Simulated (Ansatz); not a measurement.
CH5B (SMILES BC) moved off its minimum; all values from Ansatz (a first-principles code), cores frozen in correlated methods.
(charge 0, multiplicity 1)
```xyz
7

B     -0.44581    -0.72079     0.08838
H     -0.07067    -1.65047     0.76860
H     -1.55542    -0.85271    -0.37685
C      0.38014     0.57798    -0.08890
H      0.11502     1.23187     0.70067
H      0.13948     1.12642    -1.01213
H      1.45903     0.48251     0.02115
```

Give the forces (eV/Å), the total energy and the dipole at CCSD(T)/cc-pVTZ.


```
atom      Fx      Fy      Fz
----  ------  ------  ------
B1    -0.463  -0.719   0.306
H2     0.063   0.312  -0.182
H3     0.309   0.184   0.009
C4     0.473  -0.275  -1.341
H5    -0.617   0.859   1.163
H6     0.131  -0.150   0.202
H7     0.105  -0.211  -0.157
```
Energy -65.7945 hartree, dipole 0.70 D.
